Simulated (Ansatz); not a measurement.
`FB[AsH2]` + HBr → `FBBr` + `[AsH3]` at 700 K and 1 bar (cleavage of the B–As bond).

Computed with Ansatz on PBE0-D4/def2-TZVP structures; ΔE is electronic, products minus reactants. CBS: MP2 limit from def2 TZ/QZ plus the TZ coupled-cluster correction, frozen cores. For As, Br outer-core shells are correlated without core-valence functions, which leaves a few kJ/mol of doubt a bond. Scalar relativity is left out up to krypton.

```
   species  CCSD(T)/CBS energy (Eh)  H − E (kJ/mol)  S (J/(mol·K))
`FB[AsH2]`              -2361.43380           129.7          364.6
       HBr              -2573.91920            36.5          223.7
    `FBBr`              -2698.59010            76.6          322.6
  `[AsH3]`              -2236.79077            87.1          262.7
```

H − E and S are ideal-gas, rigid-rotor, harmonic terms from PBE0-D4/def2-TZVP, for one conformer and one mirror image of each species. 1 Eh = 2625.50 kJ/mol, R = 8.31446 J/(mol·K).

By hand: ΔE, ΔH, ΔS and ΔG.

ΔE = (-2698.59010) + (-2236.79077) − (-2361.43380) − (-2573.91920) = -0.02787 Eh = -73.2 kJ/mol. Δ(H − E) = 76.6 + 87.1 − 129.7 − 36.5 = -2.5, so ΔH = -75.7 kJ/mol. ΔS = 322.6 + 262.7 − 364.6 − 223.7 = -3.0 J/(mol·K). ΔG = -75.7 − 700 × (-3.0)/1000 = -73.6 kJ/mol.

By hand: the equilibrium constant, and the temperature at which ΔG would vanish if ΔH and ΔS stayed fixed.

log₁₀ K = −ΔG/(RT ln 10) = 5.5. ΔG = 0 at ΔH/ΔS = 25233 K, far beyond where these terms or the molecules hold.

The number of gas molecules stays the same, so ΔS is small and ΔH decides. A doubt of 5 kJ/mol in ΔE shifts log₁₀ K by 0.4 here. Other conformers and mirror images would add mixing entropy, several J/(mol·K) or more a flexible species. These are equilibria of isolated gas molecules and say nothing of rates. Largest T1 diagnostic: 0.013 (customary marks: 0.02 for closed shells, 0.045 for open ones).
